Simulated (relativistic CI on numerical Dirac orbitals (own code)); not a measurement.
**Bi LXXXI: sensitivity of the levels to the model**

Base calculation: Dirac-Coulomb-Breit CI, KLI orbitals optimised for each configuration, model QED, unscaled Slater integrals.

Configuration list (outside the closed core 1s2): 2s, 2p, 3s, 3p, 3d, 4s, 4p, 4d, 4f, 5s, 5p, 5d, 5f, 5g. Levels of other configurations are missing.

Variants: (1) QED terms removed; (2) one mean potential for all configurations. Shifts of the energy above 2s ²S1/2, in eV, for the lowest level and the first level of each name with at least 55 % of one term (blank where a level changes its place among those of its configuration and J or its character, or is not in the variant):

```csv
Level,Base,Δ(1),Δ(2)
2s ²S1/2,0.0,0.0,0.0
2p ²P°1/2,237.5,+28.1,+0.5
2p ²P°3/2,2791.7,+26.6,+0.3
3s ²S1/2,14595.2,+23.2,-0.3
3p ²P°1/2,14658.2,+31.6,-0.2
3p ²P°3/2,15421.0,+31.0,-0.2
3d ²D3/2,15432.9,+32.8,-0.4
3d ²D5/2,15638.3,+32.4,-0.4
4s ²S1/2,19566.7,+28.8,-0.3
4p ²P°1/2,19591.9,+32.3,-0.3
4p ²P°3/2,19910.8,+32.1,-0.3
4d ²D3/2,19916.0,+32.8,-0.4
4d ²D5/2,20003.2,+32.6,-0.4
4f ²F°5/2,20003.3,+32.8,-0.4
4f ²F°7/2,20045.2,+32.7,-0.4
5s ²S1/2,21816.0,+30.8,-0.4
5p ²P°1/2,21828.5,+32.5,-0.3
5p ²P°3/2,21990.2,+32.4,-0.3
5d ²D3/2,21992.9,+32.8,-0.4
5d ²D5/2,22037.6,+32.7,-0.4
5f ²F°5/2,22037.7,+32.8,-0.4
5g ²G7/2,22059.2,+32.8,-0.4
```

At this charge energies of transitions that change n are usually good to better than 1 %, and those within a shell (Δn = 0) to a few per cent.

Ionisation energy from the two ground configurations alone: base 25655 eV; QED terms removed 25687.8 eV. The NIST ASD value (theoretical) is 25656.9 eV.
